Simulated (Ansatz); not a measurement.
Relaxation of CH8OSi2Zn (13 atoms, charge 0, multiplicity 1), to a largest force component of 0.015 eV/Å in at most 40 steps.

Method: RKS B3LYP-D4/def2-SVP in Ansatz.

```xyz
13
Properties=species:S:1:pos:R:3:forces:R:3
C -1.627 0.415 0.687 -1.93 2.63 -0.69
Si 0.079 -0.020 1.080 0.86 0.00 1.31
Si 0.869 -1.282 -0.579 2.22 0.85 -1.49
O 0.940 -0.389 -2.039 -0.77 -0.06 2.22
Zn 0.082 -1.083 -3.452 1.66 -0.85 -0.92
H -2.292 -0.440 0.569 -0.21 -0.29 -0.06
H -2.058 1.092 1.495 0.25 -0.68 -0.76
H -1.655 1.046 -0.283 -0.02 -0.93 1.19
H 0.111 -0.758 2.383 0.06 -0.05 0.04
H 0.902 1.198 1.242 0.16 0.25 0.03
H 0.071 -2.495 -0.680 -0.50 -0.79 -0.20
H 2.308 -1.650 -0.234 -0.44 -0.15 -0.10
H 1.446 -1.913 -4.031 -1.35 0.07 -0.57
```

Task: Where does it end, and by what steps?

Result: The forces met the threshold. The force dipped under the threshold on the way, but the program's further checks kept it going. After 19 steps the energy has fallen by 2.170 eV; H13 moved furthest, 1.33 Å.

```
step  energy less start (eV)  largest force component (eV/Å)  accepted
   0                  0.0000                           2.632       yes
   1                 -0.9163                           1.731       yes
   2                 -1.4506                           1.154       yes
   3                 -1.7854                           0.887       yes
   4                 -1.9702                           0.450       yes
   5                 -2.0686                           0.322       yes
   6                 -2.1302                           0.206       yes
   7                 -2.1001                           0.540        no
   8                 -2.1491                           0.103       yes
   9                 -2.1569                           0.146       yes
  10                 -2.1637                           0.174       yes
  11                 -2.1661                           0.169       yes
  12                 -2.1677                           0.130       yes
  13                 -2.1689                           0.062       yes
  14                 -2.1694                           0.052       yes
  15                 -2.1697                           0.048       yes
  16                 -2.1698                           0.029       yes
  17                 -2.1698                           0.018       yes
  18                 -2.1699                           0.009       yes
  19                 -2.1699                           0.005       yes
```

```xyz
13
Properties=species:S:1:pos:R:3
C -1.697 0.499 0.649
Si 0.060 0.052 1.199
Si 0.947 -1.495 -0.332
O 0.634 -0.893 -1.837
Zn 0.810 -1.143 -3.585
H -2.362 -0.377 0.718
H -2.126 1.307 1.261
H -1.678 0.827 -0.403
H 0.049 -0.500 2.592
H 0.908 1.286 1.219
H 0.297 -2.837 -0.130
H 2.416 -1.714 -0.109
H 0.919 -1.290 -5.086
```

Run time: 110 s on 2 threads of Arm Neoverse V1 (shared host), peak memory 0.36 GiB.
